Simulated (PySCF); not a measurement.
**Correlation energy of Ar²⁺ (argon, charge +2)**

[Ne] 3s2 3p4, high-spin 3P determinant. Computed with PySCF 2.14 in aug-cc-pV(D+d)Z (5s4p3d, 32 functions), with no relativity, point nucleus. Frozen: [Ne]; 6 electrons correlated.

MP2 pair energies summed by pair of shells (mhartree):

| pair | energy | share (%) |
| --- | --- | --- |
| 3p-3p | -48.21 | 50.3 |
| 3s-3p | -40.46 | 42.2 |
| 3s-3s | -7.09 | 7.4 |

Total MP2 correlation energy: -95.76 mhartree.

Same-spin part -23.55 and opposite-spin part -72.21 mhartree; SCS-MP2 scales them by 1/3 and 6/5 to -94.50 mhartree.

| level | correlation energy (mhartree) |
| --- | --- |
| CCSD | -118.28 |
| (T) | -1.51 |
| CCSD(T) | -119.79 |

Diagnostics: T1 = 0.0071, D1 = 0.0241, largest double amplitude 0.048.

**Question.** Is a single reference adequate?

**Answer.** Yes: T1 lies below 0.03 and no double amplitude reaches 0.07.
